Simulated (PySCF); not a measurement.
Calculation: CAM-B3LYP-D3(BJ)/def2-TZVP run with PySCF. All species are isolated molecules in the gas phase. One relaxed conformer stands for a flexible species; it need not be the lowest. Excitations are Tamm–Dancoff values on a coarser integration grid. The basis has no diffuse functions, so Rydberg states are missing or too high.

Reference species (SMILES): `C=C([SiH3])/C=C\Cl` (Si–C–C–C torsion 129°) (neutral, multiplicity 1).

```yaml
S1 excitation (TDA): 5.62 eV
brightest of the four lowest singlets (TDA): 5.62 eV
```

Changed species: `C=C/C=C(\[SiH3])Cl` (C–C–C–C torsion 180°).

**Question.** What does the change do to the S1 excitation (TDA) and brightest of the four lowest singlets (TDA)?

**Answer.** the S1 excitation (TDA) rises by 0.10 eV, to 5.72 eV; the brightest of the four lowest singlets (TDA) rises by 0.10 eV, to 5.72 eV.
